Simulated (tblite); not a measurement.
C6H14N (doublet state).
Z-matrix (Å and degrees, GFN2-xTB geometry), rows numbered from 1:
```
C 
C   1  1.4713
N   2  1.4802  1  113.09
C   3  1.4529  2  113.92  1   -67.35
C   4  1.5281  3  111.00  2  -143.68
C   3  1.4526  2  115.36  1    64.73
C   6  1.5239  3  113.03  2    57.70
H   1  1.0744  2  120.10  3    79.70
H   1  1.0744  2  120.18  3   -81.70
H   2  1.0911  1  111.45  3   120.13
H   2  1.0938  1  111.28  3  -118.94
H   4  1.1020  3  111.98  2    93.54
H   4  1.0919  3  108.10  2   -25.04
H   5  1.0864  4  111.55  3   -68.42
H   5  1.0872  4  109.74  3   171.50
H   5  1.0864  4  109.70  3    51.80
H   6  1.0932  3  106.39  2   176.35
H   6  1.1034  3  112.04  2   -66.82
H   7  1.0875  6  109.43  3   167.41
H   7  1.0867  6  111.56  3   -73.07
H   7  1.0868  6  110.01  3    48.00
```

All values are computed: GFN2-xTB (tblite) harmonic vibrations without scaling, gas phase. Against measured fundamentals such values can be off by several per cent, at times by over 20. One conformer, not necessarily the lowest. Open shells enter through the occupations alone, without spin polarisation, and single modes of such species can be off by tens of per cent.

Harmonic wavenumbers (cm⁻¹): 49.8, 67.3, 92.4, 172.8, 189.5, 214.7, 253.0, 304.2, 315.1, 398.8, 445.3, 469.6, 612.1, 774.3, 798.2, 822.2, 833.3, 962.0, 986.7, 1070.0, 1080.9, 1090.9, 1094.3, 1109.7, 1126.2, 1189.2, 1197.8, 1254.6, 1270.3, 1284.5, 1308.8, 1349.5, 1356.8, 1403.2, 1406.2, 1411.9, 1469.4, 1479.2, 1487.3, 1492.6, 1496.7, 1502.2, 1511.5, 2817.7, 2838.1, 2941.9, 2964.8, 2975.0, 2978.2, 3035.0, 3037.6, 3043.9, 3045.4, 3046.5, 3051.9, 3116.2, 3151.5.

A = 2960, B = 2099, C = 1415 MHz; mass 100.113 u (most abundant isotopes); point group C1, symmetry number 1; spin multiplicity 2.

Task: Zero-point energy?

Result: ½Σν̃ = 41124 cm⁻¹ = 117.58 kcal/mol.

Task: Entropy at 273.15 K, 1 bar (ideal gas, RRHO, classical rotation)?

Result: Translation 39.31, rotation 27.73, vibration 26.05, spin (R ln 2) 1.38: S = 94.5 cal/(mol K).

Task: And Cp and H(273.15 K) − H(0)?

Result: Cp = 34.42 cal/(mol K), of which vibrations give 26.47 (their classical limit is 57 R = 113.3); H(273.15 K) − H(0) = 5.92 kcal/mol without the zero-point energy, 3.75 from vibrations.

Task: Blend soft modes into free rotors: weight 1/[1 + (100 cm⁻¹/ν̃)⁴] for the oscillator and the rest for a rotor with moment μB/(μ + B), μ = h/(8π²ν), B = 10⁻⁴⁴ kg m². What vibrational entropy results?

Result: 23.87 cal/(mol K) in place of 26.05, which changes −T·S at 273.15 K by +0.59 kcal/mol.

Task: How do the functions run with temperature in this model?

Result: 
```csv
T (K),S (cal/(mol K)),Cp (cal/(mol K)),H − H(0) (kcal/mol),G − H(0) (kcal/mol),ln q(vib)
100,68.9,18.8,1.30,-5.59,1.71
200,84.9,27.8,3.65,-13.32,4.33
300,97.8,37.1,6.88,-22.46,6.88
500,121.4,56.4,16.28,-44.42,11.86
800,152.8,77.2,36.57,-85.67,19.16
1000,171.1,86.6,53.00,-118.10,23.81
```

q(vib) and H(0) count from the zero-point level.

Hindered rotation and anharmonicity are outside this model. Other conformers, if any are populated, would add a mixing term that is left out. The structure is chiral; the term R ln 2 for an equal mix with its mirror image is left out.
